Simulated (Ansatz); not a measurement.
A trace of molecular dynamics of H4O2Sn (7 atoms, charge 0, multiplicity 1).

Theory: RKS r2SCAN-D4/def2-SVP (Ansatz 0.2.0).

```json
{
 "ensemble": "NVE (velocity Verlet)",
 "starting velocities drawn for": "100 K",
 "seed": "11831"
}
```

| time (fs) | T (K) | potential energy less start (eV) | conserved less start (meV/atom) |
| --- | --- | --- | --- |
| 0.0 | 100 | 0.000 | 0.00 |
| 4.0 | 64 | 0.024 | 0.02 |
| 8.0 | 60 | 0.026 | 0.01 |
| 12.0 | 33 | 0.043 | 0.04 |
| 16.0 | 82 | 0.012 | 0.07 |
| 20.0 | 456 | -0.229 | 0.19 |
| 24.0 | 1312 | -0.793 | -1.41 |
| 28.0 | 1743 | -1.064 | -0.30 |
| 32.0 | 1887 | -1.155 | 0.04 |
| 36.0 | 2441 | -1.527 | -1.96 |
| 40.0 | 1586 | -0.957 | 0.47 |
| 44.0 | 2145 | -1.322 | -0.13 |
| 48.0 | 1863 | -1.138 | 0.17 |
| 52.0 | 2664 | -1.670 | -1.81 |
| 56.0 | 2674 | -1.676 | -1.73 |
| 60.0 | 1766 | -1.076 | 0.20 |
| 64.0 | 1785 | -1.094 | -0.72 |
| 68.0 | 1067 | -0.622 | 0.45 |
| 72.0 | 1585 | -0.970 | -1.51 |
| 76.0 | 1351 | -0.808 | 0.07 |
| 80.0 | 1970 | -1.220 | -1.61 |
| 84.0 | 2035 | -1.260 | -1.37 |
| 88.0 | 1399 | -0.838 | 0.22 |
| 92.0 | 1600 | -0.976 | -0.95 |
| 96.0 | 1128 | -0.662 | 0.31 |
| 100.0 | 1416 | -0.849 | 0.19 |

Q: Can this run be trusted? Judge the integration.

A: The conserved energy stayed within 2.9 meV per atom of its start (net change 0.19 meV per atom), so there is no drift, though single steps change it by up to 22 meV in the whole system, a sign of fast motions only just resolved. The system heated up, since it started high on the potential surface and ran downhill. A run of 0.1 ps of so small a system gives no equilibrium averages. The orbitals stay closed-shell, which can raise the energy where a bond breaks towards radicals; this wasn't checked here. The time step was 0.5 fs.

Run time: 3.6 min on 2 threads of Intel(R) Xeon(R) Platinum 8488C (Sapphire Rapids), with other jobs on the host, peak memory 0.18 GiB.
